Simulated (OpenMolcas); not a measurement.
## d7 ions of charge +3 down a group with 6 fluoride ligands in octahedral coordination

- Program: OpenMolcas
- Method: CASSCF
- Spin-orbit coupling: state interaction with AMFI integrals over the reference wave functions

The d shell is active. Anionic complexes are neutralised by point charges behind the ligands. Distances were set from a Shannon-type radius of the metal (high-spin where two are listed) plus a fixed donor radius (F 1.31 Å). Ligand basis ANO-RCC-VTZP, DKH2 Hamiltonian. States (labels of O, the rotations of Oh). Energies in cm-1 above the lowest state or level, χT in cm3 K/mol; under a threefold ground state the first gap can be a small split of the lowest multiplet, not the spin-orbit step; 10Dq and B are least-squares fits to the states below 45000 cm-1, weighted by degeneracy, with a free offset, and given where the rms deviation is under 5 % of |10Dq| (or 100 cm-1) and under 700 cm-1. Spin-only χT is S(S+1) / 2 for the spin of the ground state.

```json
{"Ion": "Ni3+", "Shell": "3d7", "R (Å)": "1.91", "Metal basis": "ANO-RCC-VTZP", "Outer charge (e at Å behind ligand)": "0.5 at 3.2", "Ground state": "4T1", "First state of that spin": "4T2 8055", "10Dq": "9844", "B (rms of fit)": "1315 (297)", "First gap with spin-orbit (degeneracies)": "474.2 (2, 4)", "χT at 300 K": "3.432", "First state of another spin": "2E 14293", "Spin-only χT": "1.875"}
{"Ion": "Pd3+", "Shell": "4d7", "R (Å)": "2.07", "Metal basis": "ANO-RCC-VTZP", "Outer charge (e at Å behind ligand)": "0.5 at 2.6", "Ground state": "4T1", "First state of that spin": "4T2 13696", "10Dq": "15683", "B (rms of fit)": "845 (333)", "First gap with spin-orbit (degeneracies)": "396.7 (2, 4)", "χT at 300 K": "2.743", "First state of another spin": "2E 1114", "Spin-only χT": "1.875"}
```

The rows also differ in their outer charges, so part of each step comes from that.

|10Dq| changes by a factor of 15683 / 9844 = 1.59 from Ni3+ to Pd3+.

B goes from 1315 cm-1 (Ni3+) to 845 cm-1 (Pd3+).

Every ion keeps the highest spin of its shell. χT departs most from the spin-only value for Ni3+, by +1.557 cm3 K/mol.

An orbital triplet at a regular site is open to Jahn-Teller coupling, which can distort the site and quench the lowest spin-orbit gaps and is left out. Without dynamic correlation the repulsion within the d shell is too large (B by tens of per cent), so at a given field states of lower spin stand too high. This shell can be high or low spin here, a state of another spin lies low, and with metal d orbitals alone active their balance is uncertain, so the ground spin may be wrong. Ligand-to-metal charge-transfer states are missing. With no ligand orbital active B as a rule stays too high, so bands that hang on it stand too high and its fall with covalency is understated. With metal d orbitals alone and no dynamic correlation the field as a rule comes out too small, by tens of per cent, by up to half for chloride and softer ligands, and with too little covalency χT stands high (holds for Ni3+). The least metal-like active orbital is 80 % on the metal (Löwdin) and no ligand orbital is active, so the numbers are rough (holds for Pd3+). With metal d orbitals alone the field can be off either way by tens of per cent (holds for Pd3+). No measured value stands beside these numbers; the geometry is a model, was not optimised and need not be the one that this ion takes.
